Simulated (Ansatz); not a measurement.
Cartesian coordinates in Å:
```
C -0.126 -0.979 -1.090
O -0.456 -0.777 0.265
Sn -0.051 0.910 1.144
F 1.867 1.036 1.129
H -0.572 -1.925 -1.410
H -0.517 -0.186 -1.743
H 0.958 -1.043 -1.242
H -0.572 2.219 0.190
H -0.531 0.744 2.757
```

The species carries charge 0 and has multiplicity 1. Sn: def2 effective core potential.

List the ωB97M-V/def2-TZVPP orbital energies in eV (the Gaussian-basis code of Ansatz). (An estimate is asked.)

The calculation gave: Occupied: -676.15, -525.92, -282.60, -143.78, -98.39, -98.35, -98.31, -34.60, -32.49, -31.97, -31.90, -31.87, -31.52, -29.92, -21.49, -17.70, -15.09, -15.06, -14.72, -13.68, -13.61, -13.12, -11.94, -10.86, -10.45. Lowest empty: 1.03, 1.26, 1.78, 2.70, 3.42, 3.93, 4.38, 4.92.
